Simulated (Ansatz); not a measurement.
Species: sum formula PbClF, charge 0, multiplicity 1. SMILES: [F][Pb][Cl]
Geometry from a B3LYP-D3(BJ)/def2-TZVP (Ansatz, a program for electronic structure) optimisation:
```xyz
3

Pb     0.1300     0.1168     0.3636
F      0.9246     1.4374    -1.0008
Cl    -1.1166    -1.3244    -1.2239
```

Computed values are from Ansatz. Correlated levels leave the core frozen unless marked. Open shells are spin-unrestricted. Spin-orbit coupling is left out. The frozen core is the preceding noble-gas configuration, with the filled d and f shells of earlier blocks. Past Kr the def2 sets carry scalar-relativistic core potentials. CBS(X,Y): correlation extrapolated as X^-3; Hartree-Fock from the larger set. The bracket is a focal-point correction in the basis named.

The atomisation energy De is 846.5 kJ/mol at CCSD(T)/CBS(def2-TZVPPD,def2-QZVPPD), the vertical ionisation energy (to the doublet) is 10.90 eV at RI-MP2/CBS(def2-TZVPPD,def2-QZVPPD)+[CCSD(T)-MP2]/def2-TZVPPD and the vertical triplet-singlet gap is 3.82 eV at RI-MP2/CBS(def2-TZVPPD,def2-QZVPPD)+[CCSD(T)-MP2]/def2-TZVPPD. The total energy comes out as -751.5852 Eh at CCSD(T)/CBS(def2-TZVPPD,def2-QZVPPD) and the dipole moment is 5.00 D at CCSD(T)/def2-SVPD. The T1 diagnostic comes out as 0.015 at CCSD/def2-QZVPPD.
